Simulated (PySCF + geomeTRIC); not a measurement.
The multiplicity is imposed and other spin states were not computed.

These are PySCF + geomeTRIC with TPSS-D3(BJ)/def2-SVP values and carry that method's errors. fastk is a local helper that only speeds up exchange builds. No frequencies were computed at this level.

```python
import json, numpy as np
from pyscf import gto, dft
from fastk import lowrank_exchange
atoms = """
Zr     0.222051     0.062338    -0.316787
F      0.893405     1.231389     0.967944
F      0.208901    -1.768193     0.024395
F     -1.410174     0.652958    -1.002592
N      1.468014     0.264589    -1.868590
C      1.426095     1.688394    -2.227839
C      0.886490    -0.542702    -2.949739
H      2.050912     1.873726    -3.114309
H      0.389863     2.025946    -2.462065
H      1.831054     2.277129    -1.391610
H     -0.149779    -0.216644    -3.198213
H      1.497192    -0.451797    -3.860393
H      0.882500    -1.598535    -2.641126
"""
def scf(charge, spin, dm0=None):
    mol = gto.M(atom=atoms, basis='def2-svp', ecp={'Zr': 'def2-svp'}, charge=charge, spin=spin, verbose=3, max_memory=5040)
    mf = dft.KS(mol, xc='tpss').density_fit(auxbasis="def2-universal-jkfit")
    mf.disp = 'd3bj'
    mf.grids.level = 3
    mf.conv_tol = 1e-8
    mf.max_cycle = 120
    mf.level_shift = 0.25
    mf.kernel(dm0)
    if not mf.converged:
        mf = mf.newton().run(mf.mo_coeff, mf.mo_occ).undo_soscf()
    return mf
mf = scf(0, 0)
from pyscf.geomopt.geometric_solver import kernel as optimize
path = []
done, mol = optimize(mf, maxsteps=120, assert_convergence=False, callback=lambda env: path.append((env["energy"], bool(env["g_scanner"].converged))))
res = dict(converged=bool(done and path[-1][1]), energy=path[-1][0], path=[e for e, c in path], xyz=mol.atom_coords(unit="Angstrom").tolist(), nao=mol.nao)
json.dump(res, open("result.json", "w"))
```

Output:

```
converged SCF energy = -481.147419782049
Geometry optimization cycle 1
converged SCF energy = -481.14741977604
cycle 1: E = -481.147419776  dE = -481.147  norm(grad) = 0.0736266
Geometry optimization cycle 2
converged SCF energy = -481.156178136947
cycle 2: E = -481.156178137  dE = -0.00875836  norm(grad) = 0.0415655
Geometry optimization cycle 3
converged SCF energy = -481.159378590498
cycle 3: E = -481.15937859  dE = -0.00320045  norm(grad) = 0.0232775
Geometry optimization cycle 4
converged SCF energy = -481.16182987801
cycle 4: E = -481.161829878  dE = -0.00245129  norm(grad) = 0.0203483
Geometry optimization cycle 5
converged SCF energy = -481.163807295131
cycle 5: E = -481.163807295  dE = -0.00197742  norm(grad) = 0.0228883
Geometry optimization cycle 6
converged SCF energy = -481.165744987775
cycle 6: E = -481.165744988  dE = -0.00193769  norm(grad) = 0.0184279
Geometry optimization cycle 7
converged SCF energy = -481.167254764401
cycle 7: E = -481.167254764  dE = -0.00150978  norm(grad) = 0.0107001
Geometry optimization cycle 8
converged SCF energy = -481.168302909313
cycle 8: E = -481.168302909  dE = -0.00104814  norm(grad) = 0.0135426
Geometry optimization cycle 9
converged SCF energy = -481.169198455438
cycle 9: E = -481.169198455  dE = -0.000895546  norm(grad) = 0.0128423
Geometry optimization cycle 10
converged SCF energy = -481.170341805269
cycle 10: E = -481.170341805  dE = -0.00114335  norm(grad) = 0.00901388
Geometry optimization cycle 11
converged SCF energy = -481.170920471111
cycle 11: E = -481.170920471  dE = -0.000578666  norm(grad) = 0.0101771
Geometry optimization cycle 12
converged SCF energy = -481.171378346562
cycle 12: E = -481.171378347  dE = -0.000457875  norm(grad) = 0.0118357
Geometry optimization cycle 13
converged SCF energy = -481.171763988934
cycle 13: E = -481.171763989  dE = -0.000385642  norm(grad) = 0.0080492
Geometry optimization cycle 14
converged SCF energy = -481.172190459828
cycle 14: E = -481.17219046  dE = -0.000426471  norm(grad) = 0.00853252
Geometry optimization cycle 15
converged SCF energy = -481.172568724055
cycle 15: E = -481.172568724  dE = -0.000378264  norm(grad) = 0.00881469
Geometry optimization cycle 16
converged SCF energy = -481.172807052134
cycle 16: E = -481.172807052  dE = -0.000238328  norm(grad) = 0.00686111
Geometry optimization cycle 17
converged SCF energy = -481.172946507044
cycle 17: E = -481.172946507  dE = -0.000139455  norm(grad) = 0.00438388
Geometry optimization cycle 18
converged SCF energy = -481.173007080749
cycle 18: E = -481.173007081  dE = -6.05737e-05  norm(grad) = 0.00288724
Geometry optimization cycle 19
converged SCF energy = -481.17303351046
cycle 19: E = -481.17303351  dE = -2.64297e-05  norm(grad) = 0.00206437
Geometry optimization cycle 20
converged SCF energy = -481.17303570767
cycle 20: E = -481.173035708  dE = -2.19721e-06  norm(grad) = 0.0012023
Geometry optimization cycle 21
converged SCF energy = -481.173034470421
cycle 21: E = -481.17303447  dE = 1.23725e-06  norm(grad) = 0.00103262
Geometry optimization cycle 22
converged SCF energy = -481.173036332433
cycle 22: E = -481.173036332  dE = -1.86201e-06  norm(grad) = 0.000949753
Geometry optimization cycle 23
converged SCF energy = -481.17303846126
cycle 23: E = -481.173038461  dE = -2.12883e-06  norm(grad) = 0.000769708
Geometry optimization cycle 24
converged SCF energy = -481.173040136805
cycle 24: E = -481.173040137  dE = -1.67554e-06  norm(grad) = 0.000560733
Geometry optimization cycle 25
converged SCF energy = -481.173041209416
cycle 25: E = -481.173041209  dE = -1.07261e-06  norm(grad) = 0.000440694
Geometry optimization cycle 26
converged SCF energy = -481.173041526732
cycle 26: E = -481.173041527  dE = -3.17315e-07  norm(grad) = 0.000380333
<class 'geometric.internal.Distance'> : 14
<class 'geometric.internal.Angle'> : 28
<class 'geometric.internal.OutOfPlane'> : 10
<class 'geometric.internal.Dihedral'> : 60
<class 'geometric.internal.TranslationX'> : 1
<class 'geometric.internal.TranslationY'> : 1
<class 'geometric.internal.TranslationZ'> : 1
<class 'geometric.internal.RotationA'> : 1
<class 'geometric.internal.RotationB'> : 1
<class 'geometric.internal.RotationC'> : 1
Step    0 : Gradient = 2.042e-02/4.055e-02 (rms/max) Energy = -481.1474197760
Step    1 : Displace = 8.407e-02/1.629e-01 (rms/max) Trust = 1.000e-01 (=) Grad = 1.153e-02/2.394e-02 (rms/max) E (change) = -481.1561781369 (-8.758e-03) Quality = 0.598
Step    2 : Displace = 2.184e-02/4.006e-02 (rms/max) Trust = 1.000e-01 (=) Grad = 6.456e-03/1.874e-02 (rms/max) E (change) = -481.1593785905 (-3.200e-03) Quality = 1.474
Step    3 : Displace = 4.882e-02/8.178e-02 (rms/max) Trust = 1.414e-01 (+) Grad = 5.644e-03/1.463e-02 (rms/max) E (change) = -481.1618298780 (-2.451e-03) Quality = 1.354
Step    4 : Displace = 6.284e-02/1.079e-01 (rms/max) Trust = 2.000e-01 (+) Grad = 6.348e-03/1.356e-02 (rms/max) E (change) = -481.1638072951 (-1.977e-03) Quality = 1.449
Step    5 : Displace = 7.411e-02/1.398e-01 (rms/max) Trust = 2.828e-01 (+) Grad = 5.111e-03/1.101e-02 (rms/max) E (change) = -481.1657449878 (-1.938e-03) Quality = 1.274
Step    6 : Displace = 4.511e-02/7.117e-02 (rms/max) Trust = 3.000e-01 (+) Grad = 2.968e-03/5.973e-03 (rms/max) E (change) = -481.1672547644 (-1.510e-03) Quality = 1.325
Step    7 : Displace = 6.418e-02/1.162e-01 (rms/max) Trust = 3.000e-01 (=) Grad = 3.756e-03/5.652e-03 (rms/max) E (change) = -481.1683029093 (-1.048e-03) Quality = 1.282
Step    8 : Displace = 5.612e-02/8.405e-02 (rms/max) Trust = 3.000e-01 (=) Grad = 3.562e-03/6.320e-03 (rms/max) E (change) = -481.1691984554 (-8.955e-04) Quality = 1.285
Step    9 : Displace = 8.505e-02/1.482e-01 (rms/max) Trust = 3.000e-01 (=) Grad = 2.500e-03/4.637e-03 (rms/max) E (change) = -481.1703418053 (-1.143e-03) Quality = 1.414
Step   10 : Displace = 9.198e-02/1.365e-01 (rms/max) Trust = 3.000e-01 (=) Grad = 2.823e-03/5.128e-03 (rms/max) E (change) = -481.1709204711 (-5.787e-04) Quality = 0.836
Step   11 : Displace = 3.677e-02/7.085e-02 (rms/max) Trust = 3.000e-01 (=) Grad = 3.283e-03/7.371e-03 (rms/max) E (change) = -481.1713783466 (-4.579e-04) Quality = 1.075
Step   12 : Displace = 2.554e-02/4.256e-02 (rms/max) Trust = 3.000e-01 (=) Grad = 2.232e-03/4.278e-03 (rms/max) E (change) = -481.1717639889 (-3.856e-04) Quality = 1.183
Step   13 : Displace = 5.371e-02/8.380e-02 (rms/max) Trust = 3.000e-01 (=) Grad = 2.366e-03/4.137e-03 (rms/max) E (change) = -481.1721904598 (-4.265e-04) Quality = 1.136
Step   14 : Displace = 5.429e-02/8.571e-02 (rms/max) Trust = 3.000e-01 (=) Grad = 2.445e-03/4.550e-03 (rms/max) E (change) = -481.1725687241 (-3.783e-04) Quality = 1.165
Step   15 : Displace = 3.597e-02/5.408e-02 (rms/max) Trust = 3.000e-01 (=) Grad = 1.903e-03/3.915e-03 (rms/max) E (change) = -481.1728070521 (-2.383e-04) Quality = 1.236
Step   16 : Displace = 2.284e-02/3.276e-02 (rms/max) Trust = 3.000e-01 (=) Grad = 1.216e-03/2.211e-03 (rms/max) E (change) = -481.1729465070 (-1.395e-04) Quality = 0.882
Step   17 : Displace = 9.525e-03/1.522e-02 (rms/max) Trust = 3.000e-01 (=) Grad = 8.008e-04/1.520e-03 (rms/max) E (change) = -481.1730070807 (-6.057e-05) Quality = 0.898
Step   18 : Displace = 6.962e-03/1.701e-02 (rms/max) Trust = 3.000e-01 (=) Grad = 5.726e-04/1.306e-03 (rms/max) E (change) = -481.1730335105 (-2.643e-05) Quality = 0.649
Step   19 : Displace = 6.349e-03/1.553e-02 (rms/max) Trust = 3.000e-01 (=) Grad = 3.335e-04/5.721e-04 (rms/max) E (change) = -481.1730357077 (-2.197e-06) Quality = 0.104
Step   20 : Displace = 3.143e-03/7.065e-03 (rms/max) Trust = 3.174e-03 (-) Grad = 2.864e-04/5.338e-04 (rms/max) E (change) = -481.1730344704 (+1.237e-06) Quality = -0.123
Step   21 : Displace = 1.522e-03/3.566e-03 (rms/max) Trust = 1.571e-03 (-) Grad = 2.634e-04/4.729e-04 (rms/max) E (change) = -481.1730363324 (-1.862e-06) Quality = 0.160
Step   22 : Displace = 8.359e-04/2.453e-03 (rms/max) Trust = 7.610e-04 (-) Grad = 2.135e-04/3.923e-04 (rms/max) E (change) = -481.1730384613 (-2.129e-06) Quality = 0.371
Step   23 : Displace = 7.631e-04/2.022e-03 (rms/max) Trust = 7.610e-04 (=) Grad = 1.555e-04/3.405e-04 (rms/max) E (change) = -481.1730401368 (-1.676e-06) Quality = 0.300
Step   24 : Displace = 7.061e-04/1.749e-03 (rms/max) Trust = 7.610e-04 (=) Grad = 1.222e-04/3.041e-04 (rms/max) E (change) = -481.1730412094 (-1.073e-06) Quality = 0.117
Step   25 : Displace = 3.503e-04/6.930e-04 (rms/max) Trust = 3.530e-04 (-) Grad = 1.055e-04/2.709e-04 (rms/max) E (change) = -481.1730415267 (-3.173e-07) Quality = 0.047
Converged! =D
```

Cost: very roughly 20 core-minutes.
